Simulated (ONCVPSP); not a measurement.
u(r) = r·R(r): atom against pseudo-atom (magnesium (Mg))

Columns: radius, all-electron u(r) and pseudo u(r) of the 2s shell (level -79.91 eV) of magnesium in the configuration [He] 2s2 2p6 3s2; PW91, scalar-relativistic, ONCV scheme, ONCVPSP 4.0.1.

```tsv
r (bohr)	all-electron	pseudo
0.055	-0.5466	0.1688
0.110	-0.4380	0.3358
0.165	-0.0987	0.4989
0.220	0.2769	0.6546
0.275	0.6072	0.7986
0.330	0.8651	0.9259
0.385	1.0475	1.0317
0.440	1.1624	1.1118
0.495	1.2216	1.1637
0.550	1.2374	1.1872
0.605	1.2210	1.1841
0.660	1.1814	1.1578
0.715	1.1260	1.1128
0.770	1.0607	1.0543
0.825	0.9898	0.9872
0.880	0.9166	0.9158
0.935	0.8434	0.8432
0.990	0.7719	0.7718
1.045	0.7033	0.7032
1.100	0.6383	0.6382
1.155	0.5774	0.5773
1.210	0.5208	0.5207
1.265	0.4686	0.4685
1.320	0.4206	0.4206
1.375	0.3769	0.3769
1.430	0.3371	0.3370
```

Task: How many radial nodes do the two functions have?

Result: The all-electron 2s function has n − l − 1 = 1; the pseudo-wave has 0, since the states of the same l below it are removed with the core.

Task: At about which radius was the pseudo-wave matched?

Result: 1.05 bohr. The columns agree to 0.0005 from 0.94 bohr on; several derivatives are matched, so the curves merge somewhat inside the radius.

Task: Where does each function peak?

Result: Outermost all-electron maximum near 0.55 bohr, pseudo maximum near 0.55 bohr (to the table’s step).

Task: Is the pseudo-wave norm-conserving?

Result: Yes: the ONCV scheme keeps the norm inside the radius equal to the all-electron one, which fixes the energy derivative of the logarithmic derivative at the level.
